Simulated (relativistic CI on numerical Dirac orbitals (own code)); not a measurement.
Computed by Dirac-Coulomb-Breit CI, KLI orbitals optimised for each configuration, QED by a radiative potential, unscaled Slater integrals (own radial code, finite nucleus).

Configuration list (outside the closed core [Ar] 3d10): 4s2 4p6, 4s2 4p5 4d, 4s 4p6 4d, 4s2 4p5 4f, 4s 4p6 4f, 4s2 4p5 5s, 4s2 4p5 5p, 4s 4p6 5s, 4s2 4p5 5d, 4p6 4d 4f, 4s 4p6 5p, 4s2 4p5 5f, 4s2 4p5 6s, 4s2 4p5 5g, 4s 4p6 5d, 4s2 4p5 6p, 4s2 4p5 6d, 4s 4p6 5f, 4p6 4f 5s, 4s2 4p5 6f, 4s 4p6 6s, 4p6 4d2, 4p5 4d3, 4p5 4d2 4f, 4p5 4d2 5s, 4p5 4d2 5p, 4p6 4f2, 4p5 4d 4f2, 4p5 4f3, 4p5 4f2 5s, 4p5 4f2 5p, 4p6 4d 5s, 4p5 4d 4f 5s, 4p5 4d 5s2, 4p5 4d 5s 5p. Double excitations out of closed p, d and f shells are left out; levels of such configurations are missing from the list, as are those of other unlisted configurations, and high levels can miss mixing partners. These lack a partner that the ground configuration has and come out too high: 4s2 4p5 5d, 4s2 4p5 5f, 4s2 4p5 6s, 4s2 4p5 5g, 4s2 4p5 6p.

At this charge energies of transitions that change n are usually good to better than 1 %, and those within a shell (Δn = 0) to a few per cent.

Outline of the computed level scheme of Xe XIX. Lowest level of each configuration: 4s2 4p6 1S_0 at 0.000 eV; 4s2 4p5 4d 3P°_0 at 79.358 eV; 4s 4p6 4d 3D_1 at 155.263 eV; 4s2 4p5 4f 3G_5 at 186.994 eV; 4s2 4p5 5s 3P°_2 at 222.885 eV; 4s2 4p5 5p 3S_1 at 244.318 eV; 4s 4p6 4f 3F°_2 at 263.220 eV.

Some strong electric-dipole decays among the lowest 45 levels: 4s2 4p5 4d 1P°_1 → 4s2 4p6 1S_0 (1.1e+12 s⁻¹); 4s2 4p5 5s 1P°_1 → 4s2 4p6 1S_0 (3.2e+11 s⁻¹); 4s2 4p5 4f 3D_3 → 4s2 4p5 4d 3D°_2 (2.5e+11 s⁻¹); 4s2 4p5 4f 3G_3 → 4s2 4p5 4d 3F°_2 (2.3e+11 s⁻¹); 4s2 4p5 4f 1G_4 → 4s2 4p5 4d 1F°_3 (2.2e+11 s⁻¹); 4s2 4p5 4f 3G_5 → 4s2 4p5 4d 3F°_4 (2.2e+11 s⁻¹); 4s2 4p5 4f 3G_4 → 4s2 4p5 4d 3F°_3 (2.1e+11 s⁻¹); 4s2 4p5 4f 3F_4 → 4s2 4p5 4d 3D°_3 (2.1e+11 s⁻¹).

LS names give the leading component of a level, which can be under half, so a name can repeat, a term be missing and a line seem to break the LS rules.
